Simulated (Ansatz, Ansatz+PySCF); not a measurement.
```xyz
2

Mg    0.0000    0.0000    0.0000
S     0.0000    0.0000    2.0358
```

Basis set: def2-SVP (spherical functions). Frozen core: 6 orbitals. Charge 0, multiplicity 1.

Computed with Ansatz (development build ahead of 0.2.0); each method stands on the lowest determinant of its kind that the runs found. Restricted open shells among the atoms or ions are ROHF, correlated in semicanonical orbitals with singles.

(1) Give the atomization energy at this shape (free ground-state atoms in the same class of orbitals less the molecule, no zero-point energy) of singlet MgS by RHF-CCSD(T), RHF-MP2, RHF, UHF.

## Answers

(1)

```tsv
method	atomization energy
RHF-CCSD(T)	31.96 kcal/mol
RHF-MP2	37.19 kcal/mol
RHF	4.96 kcal/mol
UHF	13.86 kcal/mol
```

Caution: the shape is not the minimum. Caution for RHF-CCSD(T), RHF-MP2, RHF: an unrestricted determinant lies well below. Caution for UHF: the unrestricted determinant is a mixture of spin states.
